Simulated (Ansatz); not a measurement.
The N4–H6 bond of CH6BN (SMILES BNC) is stretched (multiplicity 1, the rest rigid).
Geometry at rest (charge 0, multiplicity 1):
```xyz
9

B     -0.17378     0.16936     1.35985
H     -1.04663     0.51555     2.09588
H      0.90497    -0.15003     1.76047
N     -0.42136     0.13750    -0.00246
C      0.50466    -0.25211    -1.05319
H     -1.33201     0.40682    -0.34423
H      0.67789     0.56737    -1.75578
H      0.12956    -1.11044    -1.61689
H      1.45669    -0.52593    -0.60231
```

Frozen-core correlation.

Run with Ansatz (Gaussian basis) for Hartree–Fock, density functionals and correlated methods. 

FIC-MRCISD+Q on CASSCF(2,2)/cc-pVDZ, total energies (hartree):

```csv
R (Å),CASSCF,MRCISD,weight c² of the reference
1.009,-120.544723,-120.928982,0.88537
1.766,-120.426932,-120.804615,0.88249
3.230,-120.369520,-120.741449,0.88187
```

**Question.** Add the Davidson correction (E_MRCISD − E_CASSCF)(1 − c²)/c² and give the energies above the first point at the three levels.

**Answer.** 
Corrections (hartree): -0.049749, -0.050293, -0.049823. Above the first point (kcal/mol):
- R = 1.766 Å: CASSCF 73.9, MRCISD 78.0, with the correction 77.7
- R = 3.230 Å: CASSCF 109.9, MRCISD 117.7, with the correction 117.6

Ansatz is a program for electronic structure.
